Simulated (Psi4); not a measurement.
CHO$_{2}$ (SMILES O=C=[OH+]), charge +1, singlet, geometry from GFN2-xTB; CCSD(T)/6-31G** (Psi4).

Input for Psi4:
```
memory 2 GB

molecule mol {
1 1
C    -0.006958    0.009851   -0.110372
O    -0.023412   -0.021476    1.076341
O     0.097713   -0.033874   -1.218766
H    -0.552655    0.383700    1.801634
}

set {
  basis 6-31g**
  reference rhf
  freeze_core true
  mp2_type conv
  scf_type pk
  puream true
  d_convergence 1e-8
}

energy('ccsd(t)')
print_variables()
```

It wrote (shortened):

```
   => Loading Basis Set <=

    Name: 6-31G**
    Role: ORBITAL
    Keyword: BASIS

         ---------------------------------------------------------
                                   SCF
               by Justin Turney, Rob Parrish, Andy Simmonett
                          and Daniel G. A. Smith
                              RHF Reference
         ---------------------------------------------------------

  ==> Geometry <==

    Molecular point group: c1
    Full point group: C1

    Geometry (in Angstrom), charge = 1, multiplicity = 1:

       Center              X                  Y                   Z               Mass
    ------------   -----------------  -----------------  -----------------  -----------------
         C           -0.019135581628     0.018304864218    -0.070663088513    12.000000000000
         O           -0.035589581628    -0.013022135782     1.116049911487    15.994914619570
         O            0.085535418372    -0.025420135782    -1.179057088513    15.994914619570
         H           -0.564832581628     0.392153864218     1.841342911487     1.007825032230

  Running in c1 symmetry.

  Rotational constants: A =     44.65630  B =      0.36732  C =      0.36433 [cm^-1]
  Rotational constants: A = 1338762.19813  B =  11012.05586  C =  10922.21463 [MHz]
  Nuclear repulsion =   66.152467953338302

  Charge       = 1
  Multiplicity = 1
  Electrons    = 22
  Nalpha       = 11
  Nbeta        = 11

  ==> Algorithm <==

  SCF Algorithm Type is PK.
  DIIS enabled.
  MOM disabled.
  Fractional occupation disabled.
  Guess Type is SAD.
  Energy threshold   = 1.00e-08
  Density threshold  = 1.00e-08
  Integral threshold = 1.00e-12

  ==> Primary Basis <==

  Basis Set: 6-31G**
    Blend: 6-31G**
    Number of shells: 21
    Number of basis functions: 47
    Number of Cartesian functions: 50
    Spherical Harmonics?: true
    Max angular momentum: 2

  ==> Integral Setup <==

  Using in-core PK algorithm.
   Calculation information:
      Number of atoms:                   4
      Number of AO shells:              21
      Number of primitives:             50
      Number of atomic orbitals:        50
      Number of basis functions:        47

      Integral cutoff                 1.00e-12
      Number of threads:                 1

  Performing in-core PK
  Using 1273512 doubles for integral storage.
  We computed 26246 shell quartets total.
  Whereas there are 26796 unique shell quartets.

  ==> DiskJK: Disk-Based J/K Matrices <==

[...]
  @RHF Final Energy:  -187.84695043776412
    Total Energy =                       -187.8469504377641215
[...]
              6   6        -0.0083619468

    Largest TIjAb Amplitudes:
      7   7   2   2        -0.0680532474
      6   6   0   0        -0.0516760685
      5   5   2   2        -0.0463715145
      6   7   0   2        -0.0409373575
      7   6   2   0        -0.0409373575
      6   6   0   1         0.0268535148
      6   6   1   0         0.0268535148
      6   7   1   2         0.0263297212
      7   6   2   1         0.0263297212
      4   4   0   0        -0.0254492298

    SCF energy       (wfn)                    = -187.846950437764121
    Reference energy (file100)                = -187.846950437764093

    Opposite-spin MP2 correlation energy      =   -0.334162716100027
    Same-spin MP2 correlation energy          =   -0.127175218310545
    Singles MP2 correlation energy            =   -0.000000000000000
    MP2 correlation energy                    =   -0.461337934410572
      * MP2 total energy                      = -188.308288372174673

    Opposite-spin CCSD correlation energy     =   -0.354966229468949
    Same-spin CCSD correlation energy         =   -0.108628871530851
    Singles CCSD correlation energy           =    0.000000000000000
    CCSD correlation energy                   =   -0.463595100999801
      * CCSD total energy                     = -188.310545538763904

            **************************
            *                        *
            *        CCTRIPLES       *
            *                        *
            **************************

    Wave function   =    CCSD_T
    Reference wfn   =      RHF

    Nuclear Rep. energy (wfn)                =   66.152467953338302
    SCF energy          (wfn)                = -187.846950437764121
    Reference energy    (file100)            = -187.846950437764093
    CCSD energy         (file100)            =   -0.463595100999801
    Total CCSD energy   (file100)            = -188.310545538763904

    Number of ijk index combinations:              120
    Approx. words needed per explicit thread:          186624
    Number of threads for explicit ijk threading:    1

    MKL num_threads set to 1 for explicit threading.

    (T) energy                                =   -0.015999166810612
      * CCSD(T) total energy                  = -188.326544705574520

  Variable Map:
  ----------------------------------------------------------------------------
[...]
  Array Variable Map:
  ----------------------------------------------------------------------------
[...]
[...]
```
